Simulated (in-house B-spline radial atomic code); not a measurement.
Values are calculated unless marked as measured or tabulated.
# Weak and strong correlation along the adiabatic connection

Two-electron singlets in several external potentials (atomic units), by full CI in B-splines with partial waves to l = 8 (correlation energies up to 0.6 % small). The repulsion is scaled by λ at fixed density; W(λ) is the mean repulsion less the Hartree energy, W(0) = E_x, and the area under W from 0 to 1 is E_xc.

Relative drop (W(λ) − E_x)/E_x:

| system | λ = 0.12 | λ = 0.25 | λ = 0.4 | λ = 0.6 | λ = 0.8 | λ = 1 |
| --- | --- | --- | --- | --- | --- | --- |
| −V exp(−r²/w²), V = 1.33, w = 8.04 | 0.0375 | 0.0710 | 0.1025 | 0.1357 | 0.1615 | 0.1822 |
| −Z/r, Z = 3.51, wall at 1.3 bohr | 0.0051 | 0.0105 | 0.0165 | 0.0243 | 0.0317 | 0.0389 |
| −V exp(−r²/w²), V = 1.47, w = 13.6 | 0.0473 | 0.0873 | 0.1231 | 0.1589 | 0.1856 | 0.2063 |
| ω²r²/2 − Z/r, ω = 0.0868, Z = 0.7 | 0.0318 | 0.0610 | 0.0895 | 0.1207 | 0.1461 | 0.1672 |
| −V exp(−r²/w²), V = 12, w = 3.47 | 0.0134 | 0.0270 | 0.0416 | 0.0593 | 0.0753 | 0.0898 |
| −Z/r, Z = 18 | 0.0010 | 0.0021 | 0.0033 | 0.0050 | 0.0066 | 0.0083 |
| empty sphere, radius 3.39 bohr | 0.0261 | 0.0510 | 0.0759 | 0.1041 | 0.1275 | 0.1472 |

**Question.** Order the systems by how far second-order (GL2) theory, half the initial slope (estimated from the first points of each curve), overshoots the correlation energy, least first.
A. −Z/r, Z = 3.51, wall at 1.3 bohr
B. −V exp(−r²/w²), V = 12, w = 3.47
C. ω²r²/2 − Z/r, ω = 0.0868, Z = 0.7
D. −Z/r, Z = 18
E. empty sphere, radius 3.39 bohr
F. −V exp(−r²/w²), V = 1.33, w = 8.04
G. −V exp(−r²/w²), V = 1.47, w = 13.6

**Answer.** D (GL2/E_c = 1.01), A (GL2/E_c = 1.07), B (GL2/E_c = 1.19), E (GL2/E_c = 1.36), C (GL2/E_c = 1.45), F (GL2/E_c = 1.55), G (GL2/E_c = 1.71).

**Question.** What else changes along this order?

**Answer.** The ratio follows the bend of the curve. With it the leading natural occupation goes from 2.000 to 1.843 and −T_c/E_c from 0.99 to 0.59 between the first and the last.
